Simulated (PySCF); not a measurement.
PySCF input:

```python
from pyscf import gto, scf, dft

mol = gto.M(
    atom='''
    Pb   -0.00000000   -0.00000000   -0.40746333
    Cl    0.00000000    0.00000000    1.96541136
    ''',
    basis='def2-tzvpd',
    ecp='def2-tzvp',
    charge=1,
    spin=0,
    verbose=4,
)

mf = dft.RKS(mol, xc='bp86').density_fit(auxbasis='def2-universal-jkfit')
mf.grids.level = 3
mf.conv_tol = 1e-9
mf.max_cycle = 100
mf.max_memory = 1500
mf.kernel()
if not mf.converged:
    mf = mf.newton()
    mf.kernel(mf.make_rdm1())
mf.analyze()
```

### Question
What final total energy does it print?

### Answer
-653.07024 Eh (BP86/def2-TZVPD).
